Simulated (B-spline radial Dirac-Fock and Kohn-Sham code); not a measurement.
**Scattering functions of Os²²⁺**

System: osmium as Os²²⁺, configuration [Kr] 4d10 4f8.

The run's input, task.json:

```json
{"items": [{
  "Z": 76,
  "q": 22,
  "cfg": [[1, 0, 2], [2, 0, 2], [2, 1, 6], [3, 0, 2], [3, 1, 6], [3, 2, 10], [4, 0, 2], [4, 1, 6], [4, 2, 10], [4, 3, 8]],
  "A": 192,
  "rrms": 5.4126,
  "do": ["scatter"],
  "s": [0.0, 0.06, 0.08, 0.1, 0.12, 0.15, 0.19, 0.24, 0.3, 0.38, 0.48, 0.6, 0.75, 0.94, 1.18, 1.47, 1.85, 2.31, 2.9, 3.63, 4.55, 5.7, 7.14],
  "pz": [0, 0.1, 0.15, 0.21, 0.31, 0.46, 0.67, 0.99, 1.4, 2.1, 3.1, 4.5, 6.7, 9.8, 14.0, 21.0, 31.0, 45.0, 66.0, 96.0, 140.0],
  "hv_scatter": [1000, 8047.8, 10000, 17479.3, 50000, 100000, 500000, 1000000]
}]}
```

Run with: `python xray_run.py task.json out`

Model: configuration-average Dirac-Fock orbitals. Program: a radial B-spline solver. f₀ is the Fourier transform of the spherical electron density, S the Waller-Hartree incoherent function, and s = sin θ/λ.

| s (Å⁻¹) | f₀ | S |
| --- | --- | --- |
| 0 | 54.000 | 0.000 |
| 0.06 | 53.817 | 0.138 |
| 0.08 | 53.676 | 0.245 |
| 0.1 | 53.495 | 0.382 |
| 0.12 | 53.275 | 0.547 |
| 0.15 | 52.874 | 0.847 |
| 0.19 | 52.211 | 1.338 |
| 0.24 | 51.190 | 2.085 |
| 0.3 | 49.712 | 3.149 |
| 0.38 | 47.382 | 4.781 |
| 0.48 | 44.054 | 7.031 |
| 0.6 | 39.750 | 9.831 |
| 0.75 | 34.402 | 13.223 |
| 0.94 | 28.402 | 17.134 |
| 1.18 | 22.700 | 21.461 |
| 1.47 | 18.397 | 25.980 |
| 1.85 | 15.243 | 30.871 |
| 2.31 | 12.604 | 35.303 |
| 2.9 | 9.612 | 39.229 |
| 3.63 | 6.920 | 42.557 |
| 4.55 | 5.231 | 45.469 |
| 5.7 | 4.240 | 47.941 |
| 7.14 | 3.259 | 49.922 |

f₀ starts at the number of electrons, 54, and has fallen to half at s ≈ 1.00 Å⁻¹. The sum of ⟨r²⟩ over the electrons is 6.906 bohr².

Values without a named source are computed, but for edge energies of neutral atoms, which are taken from tables.
